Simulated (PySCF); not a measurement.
Atoms are numbered as in `[CH3:1][N:2]([CH3:3])[C:4](=[O:5])[SiH2:6][S:7][SiH3:8]`. Hydrogens are named by the atom that carries them.

Geometry: PBE0-D3(BJ)/def2-SVP; GIAO shifts from PySCF 2.14.0 with density-fitted response routines, gas phase, non-relativistic, averaged over equivalent atoms.

At wB97X-D/pcSseg-1 (212 basis functions, 46 s wall time on 1 thread of an Arm Neoverse V2, shared host):
```
      atoms  δ (ppm)
         C4    184.1
      C1/C3     34.3
         N2    135.6
         O5    462.9
        Si6    -41.0
        Si8    -55.0
         S7   -345.4
     H(Si6)     5.05
     H(Si8)     4.77
H(C1)/H(C3)     2.87
```

Referencing at the same level of theory: 13C (σ = 184.54 ppm) and 29Si (σ = 352.93 ppm) and 1H (σ = 31.38 ppm) vs TMS; 15N (σ = 263.98 ppm) vs NH3; 17O (σ = 333.19 ppm) vs H2O; CS2 for 33S (σ = 493.71 ppm).

Question: What do these become at PBE0/pcSseg-1?

Answer: 
```csv
atoms,δ at PBE0/pcSseg-1,change
C4,181.8,-2.3
C1/C3,34.1,-0.2
N2,139.9,+4.3
O5,466.9,+4.0
Si6,-42.8,-1.8
Si8,-54.8,+0.2
S7,-339.9,+5.5
H(Si6),5.16,+0.11
H(Si8),4.84,+0.07
H(C1)/H(C3),2.88,+0.01
```

Referencing at the same level of theory: 13C (σref 184.41), 29Si (σref 351.99), 1H (σref 31.27) against TMS; NH3 for 15N (σref 265.67); H2O for 17O (σref 334.56); 33S (σref 495.66) against CS2.

The largest change is at S7 (sulfur bonded to 2 Si). Cost: 212 basis functions, 36 s wall time on 1 thread of an Arm Neoverse V2, shared host.

Unscaled 17O shifts of doubly bonded oxygen tend to come out too high, by tens of ppm or more. Experimental scales use liquid or dissolved standards, which lie at an offset from isolated NH3 (liquid NH3: subtract about 20 ppm) and H2O (liquid H2O: subtract about 36 ppm).
